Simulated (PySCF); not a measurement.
Al(Cl)2(OMe) (CH3AlCl2O), SMILES C[O][Al]([Cl])[Cl]. Atoms are numbered in the order given.

```xyz
8

Al     0.0920     0.1009    -0.0327
Cl     1.4068     1.6740    -0.3764
Cl    -1.1661     0.1320     1.6326
O      0.0654    -1.1796    -1.1113
C     -0.5858    -2.3927    -1.3150
H     -1.1123    -2.3862    -2.2845
H      0.1443    -3.2194    -1.3381
H     -1.3274    -2.6158    -0.5269
```
Charge 0, spin multiplicity 1.

Geometry optimised at PBE0-D3(BJ)/def2-SVP. The structure was generated by enumeration; whether it is a known compound was not checked. The values are those of a single conformer.

Two levels are set side by side: PBE/pcSseg-1 (PySCF) and HF/pcSseg-1 (PySCF). GIAO shifts against H2O (¹⁷O), HCl (³⁵Cl), TMS (¹H), TMS (¹³C) at the same level; non-relativistic, no solvent, atoms listed together averaged. Without spin–orbit terms, shifts of atoms bonded to Cl or Br come out too high at both levels. Differences are taken from unrounded values.

```csv
quantity,HF,PBE,PBE minus HF
δ(¹⁷O) of O4 (ppm),0.2,59.0,58.8
δ(¹³C) of C5 (ppm),50.9,58.6,7.7
```

Rough cost on one machine, each run with all the roots and properties that it gave: HF against PBE within a factor of 2.
